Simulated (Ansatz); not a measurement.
One geometry of [Sn4]4- (Sn₄⁴⁻), several levels of theory.

```yaml
crystal:
  periodic: [false, false, false]
  atoms:
    - {symbol: Sn, position_ang: [-1.575339, 0.643960, -0.755475]}
    - {symbol: Sn, position_ang: [-0.410792, -1.173993, 1.385682]}
    - {symbol: Sn, position_ang: [0.995583, 1.424634, 0.668106]}
    - {symbol: Sn, position_ang: [0.990558, -0.894601, -1.298312]}
basis:
  gaussian: {orbitals: def2-TZVPD, initial_orbitals: start.molden}
total_charge: -4
hamiltonian: {xc: {name: wB97X-V}}
scf: {omitted_lower_state_checks: [starts]}
output: {orbitals: {seedname: orbitals}}
```

The file start.molden holds the orbitals of an earlier run on this structure, at another level or in another basis.

```sh
$ ansatz run in.yaml --threads 4 --pin off --events-out ev --progress --plain --max-ram 3916MiB
```

Output, abridged:

```
Functional definition: wB97X-V
1856 factors; their error is unknown
474 factors; integrals over basis functions are off by at most 1.9e-5 eV
mean field evaluation 1: about -23310.1251 eV, gradient 6.2e0 eV
mean field evaluation 2: about -23310.3911 eV, gradient 5.9e-1 eV
mean field evaluation 4: about -23310.4351 eV, gradient 1.5e-1 eV
mean field evaluation 8: about -23310.6296 eV, gradient 2.1e-2 eV
mean field evaluation 16: about -23310.6296 eV, gradient 3.0e-5 eV
mean field -23310.62962060 eV, -856.6498380449 hartree, gradient 2.1e-6 eV, S^2 0.000000; 0 other end points of the search recorded, 0 dependent functions left out
reference -23310.62961930 eV, -856.6498379969 hartree; 46, 46 occupied and 178, 178 virtual orbitals, 1856 factors
Total energy: -23310.62961930 eV, -856.6498379969 hartree
Checks for a lower state left out: starts
```

Run time 91 s (4 threads of Intel Xeon on a shared host), peak host memory 1.5 GiB.

Geometry: r2SCAN-D4/def2-SVPD.

In the def2 sets Sn takes a core potential; there is no spin–orbit coupling. A multiply charged anion in the gas phase is held together partly by the finite basis. The restricted singlet is unstable towards broken spin symmetry at other levels; at ωB97X-V/def2-TZVPD this wasn't settled. The highest occupied level of the charge -4 singlet lies above zero (up to 8.20 eV). The electron is either unbound and held by the finite basis, or the level is raised by self-interaction error. At PBE0-D4/def2-TZVPD a triplet of charge -4 lies 0.46 eV below the restricted singlet at the same geometry.
